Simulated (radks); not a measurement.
Results of a calculation; reference values are marked as such.
All-electron atom: Te4+ in [Kr] 4d10 5s2.

Code: a radial shooting solver on a logarithmic mesh with Libxc functionals. Model: non-relativistic Kohn-Sham, LDA (Slater exchange, Perdew-Wang correlation), spin-polarised, spherical densities, point nucleus; relativity is left out, which matters for an element this heavy.

Energy parts (eV):
total: -179737.553
kinetic: 179642.985
electron-nucleus: -424982.765
Hartree: 70072.214
exchange-correlation: -4469.987

Orbitals (lengths in bohr, moments of r in powers of bohr; r(90%) holds 90 % of the orbital's charge):
| orbital | occ. | eigenvalue (eV) | <r^2> | r(90%) | <r^4> |
|---|---|---|---|---|---|
| 1s | 2 | -30407.47 | 0.001145 | 0.0520 | 3.315e-06 |
| 2s | 2 | -4588.586 | 0.01867 | 0.194 | 0.0005911 |
| 2p | 6 | -4310.732 | 0.01402 | 0.174 | 0.0003849 |
| 3s | 2 | -945.2073 | 0.1290 | 0.493 | 0.02520 |
| 3p | 6 | -828.8421 | 0.1236 | 0.489 | 0.02422 |
| 3d | 10 | -611.8957 | 0.1045 | 0.467 | 0.01990 |
| 4s | 2 | -194.6709 | 0.7124 | 1.15 | 0.7493 |
| 4p | 6 | -154.5391 | 0.7896 | 1.22 | 0.9517 |
| 4d | 10 | -86.4601 | 1.064 | 1.46 | 1.923 |
| 5s | 2 | -51.8574 | 4.133 | 2.74 | 24.39 |

The highest occupied level is 5s at -51.857 eV. Virial ratio -V/T = 2.00053. Summed over all electrons, <r^2> = 27.24 bohr^2, which gives a Langevin (diamagnetic) susceptibility term of -21.6 x 10^-6 cm^3/mol.
